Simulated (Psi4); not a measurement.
C₂Cl₄, singlet, geometry from GFN2-xTB; B3LYP/6-311++G** (Psi4).

The Psi4 input:
```
memory 2 GB

molecule {
0 1
C     0.00305246    0.00262455    0.66926011
C    -0.00305246   -0.00262455   -0.66926011
Cl    0.00298418    1.45814059    1.57060993
Cl    0.01139454   -1.44577756    1.58195950
Cl   -0.00298418   -1.45814059   -1.57060993
Cl   -0.01139454    1.44577756   -1.58195950
}

set {
  basis 6-311++g**
  s_tolerance 1e-5
  s_orthogonalization canonical
}

energy('b3lyp')
print_variables()
```

The log (banner, timings and long lists left out):

```
   => Loading Basis Set <=

    Name: 6-311++G**
    Role: ORBITAL
    Keyword: BASIS

         ---------------------------------------------------------
                                   SCF
               by Justin Turney, Rob Parrish, Andy Simmonett
                          and Daniel G. A. Smith
                              RKS Reference
         ---------------------------------------------------------

  ==> Geometry <==

    Molecular point group: ci
    Full point group: Ci

    Geometry (in Angstrom), charge = 0, multiplicity = 1:

       Center              X                  Y                   Z               Mass
    ------------   -----------------  -----------------  -----------------  -----------------
         C            0.003052460000     0.002624550000     0.669260110000    12.000000000000
         C           -0.003052460000    -0.002624550000    -0.669260110000    12.000000000000
         CL           0.002984180000     1.458140590000     1.570609930000    34.968852682000
         CL           0.011394540000    -1.445777560000     1.581959500000    34.968852682000
         CL          -0.002984180000    -1.458140590000    -1.570609930000    34.968852682000
         CL          -0.011394540000     1.445777560000    -1.581959500000    34.968852682000

  Running in ci symmetry.

  Rotational constants: A =      0.05717  B =      0.04705  C =      0.02581 [cm^-1]
  Rotational constants: A =   1713.78681  B =   1410.46168  C =    773.69986 [MHz]
  Nuclear repulsion =  494.787990644738443

  Charge       = 0
  Multiplicity = 1
  Electrons    = 80
  Nalpha       = 40
  Nbeta        = 40

  ==> Algorithm <==

  SCF Algorithm Type is DF.
  DIIS enabled.
  MOM disabled.
  Fractional occupation disabled.
  Guess Type is SAD.
  Energy threshold   = 1.00e-06
  Density threshold  = 1.00e-06
  Integral threshold = 1.00e-12

  ==> Primary Basis <==

  Basis Set: 6-311++G**
    Blend: 6-311++G**
    Number of shells: 76
    Number of basis functions: 164
    Number of Cartesian functions: 170
    Spherical Harmonics?: true
    Max angular momentum: 2

  ==> DFT Potential <==

   => LibXC <=

    Version 7.1.2
    S. Lehtola, C. Steigemann, M. J. T. Oliveira, and M. A. L. Marques,  SoftwareX 7, 1–5 (2018) (10.1016/j.softx.2017.11.002)

   => Composite Functional: B3LYP <=

    B3LYP Hyb-GGA Exchange-Correlation Functional

    P. J. Stephens, F. J. Devlin, C. F. Chabalowski, and M. J. Frisch,  J. Phys. Chem. 98, 11623 (1994) (10.1021/j100096a001)

    Deriv               =              1
    GGA                 =           TRUE
    Meta                =          FALSE

    Exchange Hybrid     =           TRUE
    MP2 Hybrid          =          FALSE

   => Exchange Functionals <=

    0.0800   Slater exchange
    0.7200         Becke 88

   => Exact (HF) Exchange <=

    0.2000               HF

   => Correlation Functionals <=

    0.1900   Vosko, Wilk & Nusair (VWN5_RPA)
    0.8100   Lee, Yang & Parr

   => LibXC Density Thresholds  <==

    XC_HYB_GGA_XC_B3LYP:  1.00E-15

   => Molecular Quadrature <=

    Radial Scheme          =       TREUTLER
    Pruning Scheme         =           NONE
    Nuclear Scheme         =       TREUTLER

    Blocking Scheme        =         OCTREE
    BS radius alpha        =              1
    Pruning alpha          =              1
    Radial Points          =             75
    Spherical Points       =            302
    Total Points           =         129020
    Total Blocks           =           1078
    Max Points             =            256
    Max Functions          =            136
    Weights Tolerance      =       1.00E-15

   => Loading Basis Set <=

    Name: (6-311++G** AUX)
    Role: JKFIT
    Keyword: DF_BASIS_SCF

  ==> Integral Setup <==

  SCF_SUBTYPE=INCORE selected. In-core MEM_DF algorithm will be used.
  Using in-core AOs.

  ==> MemDFJK: Density-Fitted J/K Matrices <==

    J tasked:                   Yes
    K tasked:                   Yes
    wK tasked:                   No
    Algorithm:                 Core
    Schwarz Cutoff:           1E-12
    Mask sparsity (%):       8.9827
    Fitting Condition:        1E-10

   => Auxiliary Basis Set <=

  Basis Set: (6-311++G** AUX)
    Blend: AUG-CC-PVTZ-JKFIT
    Number of shells: 228
    Number of basis functions: 792
    Number of Cartesian functions: 982
    Spherical Harmonics?: true
    Max angular momentum: 4

    Using canonical orthogonalization.
  Minimum eigenvalue in the overlap matrix is 3.3402049920E-05.
  Reciprocal condition number of the overlap matrix is 4.3306313456E-06.

  ==> Pre-Iterations <==

  SCF Guess: Superposition of Atomic Densities via on-the-fly atomic UHF (no occupation information).

   -------------------------
    Irrep   Nso     Nmo
   -------------------------
     Ag        82      82
     Au        82      82
   -------------------------
    Total     164     164
   -------------------------

  ==> Iterations <==

                           Total Energy        Delta E     RMS |[F,P]|

   @DF-RKS iter SAD: -1917.34099824151986   -1.91734e+03   0.00000e+00
   @DF-RKS iter   1: -1916.88954916811917    4.51449e-01   5.67043e-03 ADIIS/DIIS
   @DF-RKS iter   2: -1916.62281220500950    2.66737e-01   7.89473e-03 ADIIS/DIIS
   @DF-RKS iter   3: -1917.07440331103498   -4.51591e-01   1.33856e-03 ADIIS/DIIS
   @DF-RKS iter   4: -1917.08428995195550   -9.88664e-03   1.98133e-04 ADIIS/DIIS
   @DF-RKS iter   5: -1917.08448396918993   -1.94017e-04   5.56298e-05 DIIS
   @DF-RKS iter   6: -1917.08450341191701   -1.94427e-05   4.07614e-06 DIIS
   @DF-RKS iter   7: -1917.08450353903049   -1.27113e-07   9.96485e-07 DIIS
  Energy and wave function converged.

  ==> Post-Iterations <==

   Electrons on quadrature grid:
      Ntotal   =   80.0000049122 ; deviation = 4.912e-06

    Orbital Energies [Eh]
    ---------------------

    Doubly Occupied:

[...]
      20Au    -0.265003

    Virtual:

[...]
      82Ag   215.781762

    Final Occupation by Irrep:
             Ag    Au
    DOCC [    20,   20 ]
    NA   [    20,   20 ]
    NB   [    20,   20 ]

  @DF-RKS Final Energy: -1917.08450353903049

   => Energetics <=

    Nuclear Repulsion Energy =            494.7879906447384428
    One-Electron Energy =               -3628.9609063002249059
    Two-Electron Energy =                1316.8560448284310951
    DFT Exchange-Correlation Energy =     -99.7676327119749260
    Empirical Dispersion Energy =           0.0000000000000000
    VV10 Nonlocal Energy =                  0.0000000000000000
    Total Energy =                      -1917.0845035390304929

Computation Completed

Properties will be evaluated at   0.000000,   0.000000,   0.000000 [a0]

Properties computed using the SCF density matrix

 Multipole Moments:

 ------------------------------------------------------------------------------------
     Multipole            Electronic (a.u.)      Nuclear  (a.u.)        Total (a.u.)
 ------------------------------------------------------------------------------------

 L = 1.  Multiply by 2.5417464519 to convert [e a0] to [Debye]
 Dipole X            :          0.0000000            0.0000000            0.0000000
 Dipole Y            :          0.0000000            0.0000000            0.0000000
 Dipole Z            :          0.0000000           -0.0000000           -0.0000000
 Magnitude           :                                                    0.0000000

 ------------------------------------------------------------------------------------

  Variable Map:
  ----------------------------------------------------------------------------
[...]
  Array Variable Map:
  ----------------------------------------------------------------------------
[...]
[...]
```
